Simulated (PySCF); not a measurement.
Species: C5H11NO3Si.
Numbering: `[CH3:1][CH2:2][O:3][C@@H:4]1[CH2:5][Si@H:6]([C:7]([NH2:8])=[O:9])[O:10]1`

Structure used (GFN2-xTB), in Å, numbered top down from 1:
```xyz
21
C5H11NO3Si angstrom
C      2.5025   -1.2836   -0.5872
C      1.9865    0.0629   -0.1096
O      0.8398   -0.1516    0.7068
C      0.2076    1.0135    1.1073
C     -1.0286    0.6738    1.9376
Si    -1.9711    1.2502    0.3763
C     -2.5612   -0.2069   -0.7377
N     -1.6415   -1.1859   -0.8655
O     -3.6491   -0.2522   -1.2772
O     -0.3988    1.6692   -0.0075
H      1.7649   -1.7703   -1.2200
H      3.4173   -1.1437   -1.1559
H      2.7075   -1.9252    0.2655
H      1.7105    0.7008   -0.9583
H      2.7524    0.5844    0.4824
H      0.9209    1.7137    1.5654
H     -1.0471   -0.3683    2.2377
H     -1.1207    1.3066    2.8124
H     -2.8240    2.4218    0.4449
H     -0.7373   -1.1083   -0.4225
H     -1.8395   -1.9840   -1.4503
```

NICS is the negative of the GIAO shielding at a point without a nucleus: at the ring centre (0) and 1 Å above and below it (1); zz is the component along the ring normal. Level: GIAO PBE0/pcSseg-1 (PySCF, non-relativistic, gas phase) on the GFN2-xTB geometry, one conformer.

Ring bond lengths (Å), with Mayer bond orders in brackets: C4–C5 1.527 (0.98), C5–Si6 1.913 (0.91), Si6–O10 1.672 (0.96), O10–C4 1.429 (0.91).

Q: Give the NICS values of each ring in ppm.

A: 
| ring | type | NICS(0) | NICS(1), two faces | NICS(1)zz, two faces | rms pucker (Å) | centre to ring atoms, mean (Å) |
| --- | --- | --- | --- | --- | --- | --- |
| C4–C5–Si6–O10 | 4-membered ring with O and Si; formal bonds all single | -1.7 | -1.4 / -0.2 | 1.1 / 1.6 | 0.06 | 1.15 |

Q: What do they say, and how far can they be read as aromaticity?

A: 
- C4–C5–Si6–O10: mean NICS(1)zz 1.4 ppm, near zero. C4, C5, Si6 have four or more neighbours; no verdict on aromaticity is drawn.

Q: What is the mean of the two in-plane components of NICS at the first NICS(1) probe listed for ring C4–C5–Si6–O10, 1 Å off the ring?

A: The isotropic value is a third of the trace: (3 × -1.4 − (1.1))/2 = -2.6 ppm.

Q: Give the inner angles of the rings and the Hirshfeld charges of the ring atoms.

A: 
- C4–C5–Si6–O10: C4 100.5° (+0.105 e), C5 83.6° (-0.181 e), Si6 78.4° (+0.441 e), O10 96.0° (-0.261 e); sum 358.6° against 360° for a flat convex ring.
